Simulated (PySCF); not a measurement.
MLi for M along the chalcogens

PBE0 with double-zeta basis sets in PySCF, for the lowest determinant that a PBE0 search found; no spin–orbit coupling. De refers to high-spin ground-configuration atoms. A positive dipole means M(−)Li(+).

| M | basis | state (unpaired electrons) | Re (Å) | ωe (cm⁻¹) | De (eV) | μ (D) |
| --- | --- | --- | --- | --- | --- | --- |
| O | def2-SVP | doublet (π ↑) | 1.663 | 868 | 3.34 | 5.90 |
| S | aug-cc-pVDZ/aug-cc-pV(D+d)Z | doublet (π ↑) | 2.176 | 568 | 3.09 | 7.06 |
| Se | def2-SVP | doublet (π ↑) | 2.270 | 520 | 2.88 | 6.85 |
| Te | def2-SVP | doublet (π ↑) | 2.481 | 459 | 2.56 | 7.04 |

The shortest bond is that of LiO (1.663 Å), the longest that of LiTe (2.481 Å).

The rows differ in basis set, which adds steps of its own.

Down a group the atoms grow and get heavier, so bonds lengthen and wavenumbers fall; this series shows no clear exception.

These are scalar-relativistic numbers at best; spin–orbit coupling would shift them, the dissociation energy most. States were picked by a PBE0 search and need not be the measured ground states.
